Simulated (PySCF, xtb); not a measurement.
Bi(F)(TeH)2 (BiFH2Te2), SMILES [F][Bi]([TeH])[TeH].

Harmonic wavenumbers (cm⁻¹) from xtb with GFN2-xTB at its own minimum, in rising order: 54, 93, 97, 106, 146, 201, 208, 370, 554, 579, 1878, 1917.

Task: What does PBE0-D3(BJ)/def2-SVP run with PySCF give at its own minimum? (The exact figures need the calculation; the answer reports its results.)

Result: 48, 94, 105, 133, 161, 167, 181, 510, 530, 561, 2129, 2146. Paired by order, the mean absolute difference is 65 cm⁻¹ and the zero-point energies are 8.9 and 9.7 kcal/mol.
